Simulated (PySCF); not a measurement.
Field gradients at the hydrogen positions

Species: C₁₀H₇FSi.
Cartesian coordinates in Å at the GFN2-xTB level; atoms count from 1:
```
atom  x, y, z in Å
C1     3.4376   -1.2962    0.3455
C2     2.4693   -0.5992    0.2079
C3     1.3349    0.2307    0.0445
C4     1.4998    1.6101   -0.1146
C5     0.4036    2.4321   -0.2754
C6    -0.8806    1.8971   -0.2802
C7    -1.0705    0.5389   -0.1240
C8     0.0445   -0.3050    0.0395
C9    -0.2573   -1.7179    0.1948
C10   -1.5609   -2.0147    0.1604
F11   -2.0082   -3.2814    0.2895
Si12  -2.6559   -0.4857   -0.0850
H13    4.2820   -1.9071    0.4655
H14    2.4987    2.0217   -0.1102
H15    0.5445    3.4960   -0.3979
H16   -1.7326    2.5493   -0.4064
H17    0.5373   -2.4364    0.3244
H18   -3.5133   -0.2137    1.0676
H19   -3.3827   -0.5094   -1.3534
```

Level: PBE0/pcSseg-1 (PySCF, non-relativistic); Q(2H) = 0.00286 b; rigid geometry, the same for H and D, with no vibrational averaging.

Problem. Rank these positions by the coupling χzz of a deuteron there, largest first.
A. H13 (alkyne hydrogen)
B. H19 (Si–H hydrogen)
C. H15 (aromatic hydrogen)

Solution. A (266 kHz), C (220 kHz), B (109 kHz).

Problem. Tabulate Vzz, the asymmetry η and χzz = 234.96 MHz × Q × Vzz for every hydrogen position.

Solution. 
| atom | bonded to | bond length (Å) | Vzz (au) | η | χzz (kHz) |
| --- | --- | --- | --- | --- | --- |
| H13 | C1 | 1.049 | 0.3964 | 0.01 | 266 |
| H14 | C4 | 1.080 | 0.3227 | 0.06 | 217 |
| H15 | C5 | 1.080 | 0.3266 | 0.07 | 220 |
| H16 | C6 | 1.080 | 0.3255 | 0.06 | 219 |
| H17 | C9 | 1.079 | 0.3261 | 0.05 | 219 |
| H18 | Si12 | 1.462 | 0.1626 | 0.01 | 109 |
| H19 | Si12 | 1.462 | 0.1627 | 0.01 | 109 |

Problem. Average by the element that carries the hydrogen.

Solution. on C: 228 kHz over 5 positions, mean bond length 1.074 Å; on Si: 109 kHz over 2 positions, mean bond length 1.462 Å.

Problem. A static deuteron (I = 1) shows a doublet split by (3/2)χ, (3/4)χ(1 + η) and (3/4)χ(1 − η) with the field along z, y and x of the gradient. What are these for H16?

Solution. With |χ| = 218.8 kHz and η = 0.062: 328, 174 and 154 kHz, to first order and without motion.

Isolated species at its GFN2-xTB geometry, gas phase. GFN2-xTB bond lengths can be off by several hundredths of an ångström, more for odd bonds, and the gradients follow them. With a basis this small, the couplings can be 20 % off.
